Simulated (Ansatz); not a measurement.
`C[BH-](C)[SH2+]`. Charge 0, multiplicity 1. All single points use the PBE0-D4/def2-TZVP geometry. It is one conformer, not always the lowest.

```xyz
13

C     0.939    0.144   -1.289
B     0.380    0.345    0.199
C    -1.156    0.755    0.357
S     0.597   -1.550    1.036
H     1.960   -0.245   -1.343
H     0.302   -0.494   -1.913
H     0.957    1.126   -1.776
H     1.150    0.900    0.959
H    -1.284    1.771   -0.034
H    -1.513    0.778    1.392
H    -1.836    0.116   -0.219
H    -0.094   -1.407    2.180
H    -0.402   -2.239    0.451
```

(1) What is the dipole moment at r2SCAN/def2-TZVPP? (Best estimate.)

(2) And with PBE, B3LYP, ωB97M-V? (Best estimate.)

(3) Give the Mulliken charges with r2SCAN, ωB97M-V, B3LYP in def2-TZVPP. (Best estimate.)

Answers

(1) Ansatz gave: 3.07 D, with components (-0.86, -2.64, 1.30) D in this frame, pointing from negative to positive charge.

(2) Ansatz gave: PBE 3.02 D, B3LYP 3.08 D, ωB97M-V 3.13 D.

(3) Computed: 
| atom | r2SCAN | ωB97M-V | B3LYP |
| --- | --- | --- | --- |
| C1 | -0.30 | -0.41 | -0.37 |
| B2 | 0.10 | -0.17 | 0.02 |
| C3 | -0.28 | -0.39 | -0.35 |
| S4 | 0.04 | 0.02 | 0.01 |
| H5 | 0.05 | 0.10 | 0.08 |
| H6 | 0.04 | 0.10 | 0.07 |
| H7 | 0.05 | 0.10 | 0.08 |
| H8 | -0.02 | 0.08 | 0.00 |
| H9 | 0.05 | 0.11 | 0.09 |
| H10 | 0.03 | 0.09 | 0.07 |
| H11 | 0.03 | 0.09 | 0.06 |
| H12 | 0.11 | 0.14 | 0.13 |
| H13 | 0.11 | 0.14 | 0.12 |

B3LYP here is the variant with VWN-RPA as its local correlation; programs differ in this.
